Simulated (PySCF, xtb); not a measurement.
H4N, SMILES [NH4+], charge +1.

Harmonic wavenumbers (cm⁻¹) from GFN2-xTB (xtb) at its own minimum, in rising order: 1339, 1339, 1340, 1420, 1420, 3267, 3267, 3267, 3309.

Question: What does PBE-D3(BJ)/def2-TZVPD in PySCF give at its own minimum? (An estimate is asked for; the answer gives what the named calculation found.)

Answer: 1433, 1433, 1433, 1676, 1676, 3296, 3400, 3400, 3400. Paired by order, the mean absolute difference is 131 cm⁻¹ and the zero-point energies are 28.5 and 30.2 kcal/mol.
